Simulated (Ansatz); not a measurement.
Basis sets compared for the cluster LiAlO₂. The state is a singlet with charge 0. Geometry r2SCAN-D4/def2-TZVP. Ansatz on 2 threads of Arm Neoverse N1 on a shared host; times are rough, and most runs start from earlier orbitals.

```xyz
4

Li   -0.819   -2.006   -1.170
Al    0.277    0.679    0.395
O    -0.268   -0.667   -0.385
O     0.810    1.994    1.160
```

The structure comes from a short search, and lower isomers may exist.

Binding counts from free atoms (Li doublet, Al doublet, O triplet) in the same basis, without a counterpoise term.

```
                          level  functions  energy (Eh)  HOMO (eV)  LUMO (eV)  binding per atom (eV)  wall time
                      HF/STO-3G         24    -394.0199      -5.37       2.35                   1.62      0.2 s
                   HF/def2-TZVP        113    -399.2450      -9.58      -0.44                   2.09     0.65 s
                PBE-D4/def2-SVP         55    -399.9746      -4.57      -2.18                   3.74      0.9 s
               PBE-D4/def2-TZVP        113    -400.2614      -4.83      -2.25                   3.76      1.5 s
            r2SCAN-D4/def2-TZVP        113    -400.4664      -5.01      -1.66                   3.67      2.8 s
               PBE0-D4/def2-SVP         55    -399.9845      -5.89      -1.64                   3.48     0.95 s
PBE0-D4/def2-TZVP (with forces)        113    -400.2699      -6.16      -1.69                   3.51        3 s
```

Q: Estimate the rows for PBE-D4/def2-TZVPD, r2SCAN-D4/def2-TZVPD, PBE0-D4/def2-TZVPD.

A: 
```csv
level,functions,energy (Eh),HOMO (eV),LUMO (eV),binding per atom (eV),wall time
PBE-D4/def2-TZVPD,140,-400.2650,-4.93,-2.24,3.77,2.1 s
r2SCAN-D4/def2-TZVPD,140,-400.4694,-5.10,-1.68,3.68,4.1 s
PBE0-D4/def2-TZVPD,140,-400.2730,-6.25,-1.66,3.53,2.6 s
```
